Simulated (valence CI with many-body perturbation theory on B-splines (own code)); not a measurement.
E1 transitions of Er³⁷⁺

Calculated by valence CI with perturbative core correlation (CI+MBPT): three valence electrons over a frozen Dirac-Fock core [Ar] 3d10, radial functions for each j: 11 s, 11 p, 10 d, 8 f, 5 g, 2 h, with the one-electron correlation potential Σ1 (screened to all orders), the two-electron term Σ2, the three-electron term Σ3, Breit, model QED; selected single and double excitations, second order for the rest, scaled by the run's own slope (own B-spline code, finite nucleus).

No measured spectrum was set against this ion. As an estimate, large intervals hold to a few tenths of a per cent, small ones and those within an open d or f shell to about a per cent.

Lines 201 to 250 of 549 in falling wavelength, among levels below 652.26 eV, chosen from the strongest by gf and those to the six lowest levels. Wavelengths and rates use the calculated energies. Electric multipoles are in the length gauge, E1 and E2 with the static RPA response of the core. Weak lines are less certain than strong ones. Lines between different terms over intervals too small for the method are left out, as are lines whose strength nearly cancels. Where a level lies close to another of its J and parity, the split of strength between their lines is uncertain. The highest levels of a list are the least certain.

Levels are named by their leading jj configuration (3d3/2^4 stands for four electrons in 3d with j = 3/2), which in mixed levels can hold well under half, so a name can repeat and another be missing. Letters in brackets count levels of one name in rising energy.

| λ vac (nm) | Upper | Lower | A (s⁻¹) | log gf | Branch % |
| --- | --- | --- | --- | --- | --- |
| 8.130 | (4s 4d5/2 4f5/2) J=5/2 [b] | (4s 4p3/2 4f5/2) J=5/2 [a] | 1.57e+11 | -0.03 | 17.6 |
| 8.129 | (4p3/2^2 4f5/2) J=7/2 | (4s 4p3/2 4f5/2) J=7/2 [a] | 1.66e+11 | 0.12 | 18.7 |
| 8.127 | (4s 4d3/2 4f7/2) J=5/2 [a] | (4p3/2^2 4d3/2) J=3/2 [a] | 5.12e+10 | -0.52 | 6.6 |
| 8.123 | (4p3/2^2 4d5/2) J=3/2 | (4p3/2^3) J=3/2 | 4.69e+11 | 0.27 | 42.4 |
| 8.122 | (4s 4p3/2 4d5/2) J=5/2 [a] | (4s 4p3/2^2) J=5/2 | 2.92e+11 | 0.24 | 97.6 |
| 8.119 | (4s 4p3/2 4f7/2) J=7/2 [a] | (4s 4p3/2 4d5/2) J=7/2 [a] | 2.04e+11 | 0.21 | 35.4 |
| 8.116 | (4s 4p3/2 4f7/2) J=7/2 [c] | (4s^2 4f7/2) J=7/2 | 1.79e+11 | 0.15 | 17.9 |
| 8.115 | (4p1/2 4p3/2 4f7/2) J=5/2 [b] | (4p1/2 4p3/2 4d5/2) J=3/2 [a] | 1.24e+11 | -0.13 | 24.9 |
| 8.114 | (4s 4p1/2 4d5/2) J=3/2 | (4s 4p1/2 4p3/2) J=1/2 | 3.91e+11 | 0.19 | 56.9 |
| 8.113 | (4s 4d5/2^2) J=9/2 | (4s 4p3/2 4d5/2) J=9/2 | 1.98e+11 | 0.29 | 89.8 |
| 8.112 | (4p1/2 4p3/2 4d5/2) J=5/2 [c] | (4s 4p1/2 4d5/2) J=3/2 | 5.13e+11 | 0.48 | 65.3 |
| 8.109 | (4p3/2^2 4f7/2) J=11/2 | (4p3/2^2 4d5/2) J=9/2 | 7.29e+10 | -0.06 | 17.2 |
| 8.106 | (4p1/2 4p3/2 4d3/2) J=3/2 [a] | (4s 4p1/2 4d3/2) J=3/2 [a] | 1.32e+11 | -0.29 | 44.6 |
| 8.104 | (4p3/2 4d5/2^2) J=7/2 [a] | (4p3/2^2 4d5/2) J=7/2 | 6.62e+10 | -0.28 | 9.8 |
| 8.103 | (4p1/2 4p3/2 4d5/2) J=3/2 [a] | (4s 4p1/2 4d5/2) J=5/2 [a] | 9.65e+10 | -0.42 | 18.2 |
| 8.098 | (4s 4p3/2 4f5/2) J=3/2 [b] | (4s 4p3/2 4d5/2) J=3/2 [a] | 1.16e+11 | -0.34 | 26.3 |
| 8.098 | (4s 4d5/2 4f7/2) J=9/2 [a] | (4s 4d5/2^2) J=9/2 | 3.50e+11 | 0.54 | 56.6 |
| 8.098 | (4s 4p1/2 4f7/2) J=7/2 [b] | (4s 4p1/2 4d5/2) J=7/2 | 8.76e+10 | -0.16 | 20.7 |
| 8.098 | (4s 4d3/2 4f7/2) J=9/2 [c] | (4s 4d3/2 4d5/2) J=7/2 [c] | 3.27e+11 | 0.51 | 45.6 |
| 8.097 | (4p3/2^2 4d5/2) J=3/2 | (4s 4p3/2 4d5/2) J=5/2 [b] | 2.36e+11 | -0.03 | 21.3 |
| 8.094 | (4s 4d3/2 4f7/2) J=9/2 [b] | (4s 4d3/2 4d5/2) J=7/2 [a] | 4.06e+10 | -0.40 | 6.7 |
| 8.092 | (4s 4d3/2 4d5/2) J=5/2 [b] | (4s 4p3/2 4d3/2) J=7/2 | 7.15e+10 | -0.38 | 7.9 |
| 8.091 | (4s 4d3/2 4d5/2) J=3/2 [b] | (4s 4p3/2 4d3/2) J=3/2 [b] | 2.32e+11 | -0.04 | 29.2 |
| 8.091 | (4s 4d3/2 4f7/2) J=7/2 [b] | (4s 4d3/2 4d5/2) J=7/2 [b] | 1.63e+11 | 0.11 | 18.5 |
| 8.085 | (4p3/2^2 4d5/2) J=1/2 | (4s 4p3/2 4d3/2) J=3/2 [b] | 1.86e+11 | -0.44 | 29.7 |
| 8.081 | (4p1/2 4p3/2 4f5/2) J=7/2 | (4p1/2 4p3/2 4d3/2) J=5/2 [b] | 3.99e+10 | -0.51 | 8.0 |
| 8.078 | (4p3/2^2 4d5/2) J=5/2 [a] | (4s 4p3/2 4d5/2) J=7/2 [a] | 1.23e+11 | -0.14 | 34.4 |
| 8.076 | (4s 4d5/2^2) J=5/2 | (4s 4p3/2 4d5/2) J=5/2 [a] | 3.84e+11 | 0.35 | 63.9 |
| 8.073 | (4s 4p1/2 4p3/2) J=1/2 | (4s^2 4p1/2) J=1/2 | 3.89e+11 | -0.12 | 95.4 |
| 8.073 | (4s 4d3/2 4f7/2) J=5/2 [a] | (4s 4d3/2 4d5/2) J=5/2 [a] | 9.13e+10 | -0.27 | 11.7 |
| 8.073 | (4p1/2 4p3/2 4d3/2) J=1/2 [a] | (4s 4p1/2 4d3/2) J=3/2 [a] | 2.50e+11 | -0.31 | 85.5 |
| 8.071 | (4s 4p3/2^2) J=1/2 | (4s^2 4p3/2) J=3/2 | 2.73e+11 | -0.27 | 98.4 |
| 8.071 | (4s 4p3/2 4f7/2) J=5/2 [b] | (4s 4p3/2 4d3/2) J=5/2 [b] | 8.01e+10 | -0.33 | 12.7 |
| 8.070 | (4s 4d3/2 4d5/2) J=1/2 [b] | (4s 4p3/2 4d3/2) J=1/2 [b] | 4.67e+11 | -0.04 | 36.3 |
| 8.070 | (4p1/2 4p3/2^2) J=3/2 | (4s 4p1/2 4p3/2) J=3/2 [a] | 2.03e+11 | -0.10 | 69.2 |
| 8.061 | (4s 4d3/2 4d5/2) J=3/2 [a] | (4s 4p3/2 4d3/2) J=1/2 [a] | 1.42e+11 | -0.26 | 16.2 |
| 8.055 | (4s 4d3/2 4d5/2) J=3/2 [a] | (4s 4p3/2 4d3/2) J=3/2 [a] | 1.36e+11 | -0.28 | 15.4 |
| 8.048 | (4s 4p3/2 4d5/2) J=3/2 [b] | (4s 4p3/2^2) J=1/2 | 2.52e+11 | -0.01 | 39.5 |
| 8.045 | (4p3/2 4d3/2 4d5/2) J=5/2 [c] | (4s 4d3/2 4d5/2) J=3/2 [a] | 1.10e+11 | -0.19 | 13.4 |
| 8.040 | (4s 4p3/2 4f7/2) J=7/2 [b] | (4s 4p3/2 4d5/2) J=7/2 [b] | 3.29e+11 | 0.41 | 55.3 |
| 8.038 | (4p3/2 4d3/2 4d5/2) J=3/2 [b] | (4p3/2^2 4d3/2) J=3/2 [a] | 1.13e+11 | -0.36 | 12.2 |
| 8.038 | (4p1/2 4p3/2 4f5/2) J=5/2 [b] | (4p1/2 4p3/2 4d3/2) J=3/2 [b] | 1.13e+11 | -0.18 | 22.7 |
| 8.027 | (4s 4d3/2 4d5/2) J=3/2 [b] | (4s 4p3/2 4d3/2) J=5/2 [b] | 1.08e+11 | -0.38 | 13.5 |
| 8.025 | (4s 4p3/2 4f7/2) J=5/2 [c] | (4s 4p3/2 4d5/2) J=3/2 [b] | 4.80e+11 | 0.44 | 57.1 |
| 8.022 | (4s 4d3/2 4f7/2) J=5/2 [b] | (4s 4d3/2 4d5/2) J=5/2 [b] | 7.89e+10 | -0.34 | 8.3 |
| 8.021 | (4s 4p3/2 4f7/2) J=5/2 [b] | (4s 4p3/2 4d5/2) J=3/2 [a] | 1.29e+11 | -0.13 | 20.5 |
| 8.019 | (4p1/2 4p3/2 4f7/2) J=7/2 [a] | (4s 4p1/2 4f5/2) J=5/2 [a] | 8.64e+10 | -0.18 | 18.6 |
| 8.014 | (4s 4d5/2 4f5/2) J=7/2 [b] | (4s 4d3/2 4d5/2) J=7/2 [c] | 1.64e+11 | 0.10 | 18.5 |
| 8.010 | (4p1/2 4p3/2 4f7/2) J=11/2 | (4p1/2 4p3/2 4d5/2) J=9/2 | 2.81e+10 | -0.49 | 10.3 |
| 8.003 | (4s 4d5/2^2) J=3/2 | (4s 4p3/2 4d5/2) J=1/2 | 1.90e+11 | -0.14 | 19.1 |

Task: How does gf follow from A for the line at 8.040 nm?

Result: gf = 1.4992 × (2J+1)_upper × A / σ², with σ = 1243735 cm⁻¹ and 2J+1 = 8: gf = 2.55.
